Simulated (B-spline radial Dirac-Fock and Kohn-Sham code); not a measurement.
Level of theory: a relativistic central-field model (Hartree-Slater potential of the initial state, Latter tail, multipole expansion of the photon field, Dirac-Fock thresholds); a radial finite-basis atomic code. Kinetic energies are from the vacuum level. Open shells are spread statistically over j, without multiplet splitting. Without correlation, outer binding energies are uncertain by a few eV, most for open f shells.

Question: A free atom or ion in its tabulated ground configuration is ionised with Cu Kα (8047.8 eV) photons and gives these photoelectron lines. Identify it and assign the lines.

```csv
kinetic energy (eV),relative cross section
4038.8,100.0
7345.6,7.6
7408.7,0.62
7412.1,1.2
```

Answer: K¹¹⁺, [He] 2s2 2p4. Binding energies are hν less the kinetic energy: 1s 4009.0 eV, 2s 702.2 eV, 2p1/2 639.1 eV, 2p3/2 635.7 eV.

Question: A free atom or ion in its tabulated ground configuration is ionised with Cu Kα (8047.8 eV) photons and gives these photoelectron lines. Identify it and assign the lines.

```
kinetic energy (eV)  relative cross section
             3049.1                   100.0
             7133.3                     7.7
             7204.9                    0.80
             7210.2                     1.5
```

Answer: Sc¹³⁺, [He] 2s2 2p4. Binding energies are hν less the kinetic energy: 1s 4998.7 eV, 2s 914.5 eV, 2p1/2 842.9 eV, 2p3/2 837.6 eV.

Question: A free atom or ion in its tabulated ground configuration is ionised with 2010 eV photons and gives these photoelectron lines. Identify it and assign the lines.

```
kinetic energy (eV)  relative cross section
             1232.0                    21.4
             1341.8                    25.6
             1420.4                    59.8
             1600.8                    70.3
             1615.3                   100.0
             1808.1                     4.8
             1845.2                    35.1
             1846.7                     5.0
             1847.9                    44.3
             1860.5                    11.0
             1909.0                    0.93
             1910.7                     1.3
```

Answer: Os⁷⁺, [Xe] 4f14 5d1. Binding energies are hν less the kinetic energy: 4s 778.0 eV, 4p1/2 668.2 eV, 4p3/2 589.6 eV, 4d3/2 409.2 eV, 4d5/2 394.7 eV, 5s 201.9 eV, 4f5/2 164.8 eV, 5p1/2 163.3 eV, 4f7/2 162.1 eV, 5p3/2 149.5 eV, 5d3/2 101.0 eV, 5d5/2 99.34 eV.

Values without a named source are computed, but for edge energies of neutral atoms, which are taken from tables.
